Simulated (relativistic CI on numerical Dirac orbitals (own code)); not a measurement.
## Judd-Ofelt analysis for Sm3+

Calculated at this level of theory: Dirac-Coulomb-Breit CI, separate exchange-only KLI orbitals for each configuration, model QED (radiative potential, 1s self-energy scaled to tabulated hydrogen-like ionisation energies), valence Slater integrals scaled by 0.85 (own radial code, finite nucleus).

Configuration 4f⁵ alone, in intermediate coupling. Take Ω₂ = 6.53, Ω₄ = 5.05, Ω₆ = 1.83 (10⁻²⁰ cm²) and refractive index n = 1.95 as given. A_ED = 64π⁴e²ν³ n(n² + 2)²/[27h(2J + 1)] Σ Ω_λ |U^λ|², in Gaussian units with ν in cm⁻¹, and A_MD is n³ times the free-ion magnetic-dipole rate; a dash marks a rate that is forbidden or under 2 % of the level's free-ion decay.

Emitting level ⁶H°15/2 at 6351 cm⁻¹ (radiative decay alone: multiphonon quenching in a host is left out, and the level can lie too high or too low):

```csv
To,ν (cm⁻¹),U² squared,U⁴ squared,U⁶ squared,Free-ion A(M1) (s⁻¹)
⁶H°5/2,6351,0.0000,0.0000,0.0043,-
⁶H°7/2,5328,0.0000,0.0003,0.0461,-
⁶H°9/2,4133,0.0000,0.0120,0.2023,-
⁶H°11/2,2820,0.0168,0.1092,0.4945,-
⁶H°13/2,1430,0.2501,0.4143,0.6953,0.129
```

Q: Give the rates, branching ratios and the radiative lifetime.

A: The rates are:

```csv
To,λ (nm),A_ED (s⁻¹),A_MD (s⁻¹),β (%)
⁶H°5/2,1574,0.662,0,2.0
⁶H°7/2,1877,4.29,0,13.3
⁶H°9/2,2420,10,0,31.0
⁶H°11/2,3546,11.6,0,35.8
⁶H°13/2,6992,4.82,0.957,17.9
```

τ_rad = 3.09e-02 s. Computed level positions enter as ν³, so measured ones would change the rates. For the strongest line (3546 nm) and an assumed effective width Δλ = 380 nm (300 cm⁻¹), the Füchtbauer-Ladenburg formula σ = λ⁴A/(8πcn²Δλ) gives a peak emission cross-section of 0.17 × 10⁻²⁰ cm². The line to ⁶H°13/2 has a large U² element and is therefore hypersensitive to the surroundings through Ω₂.
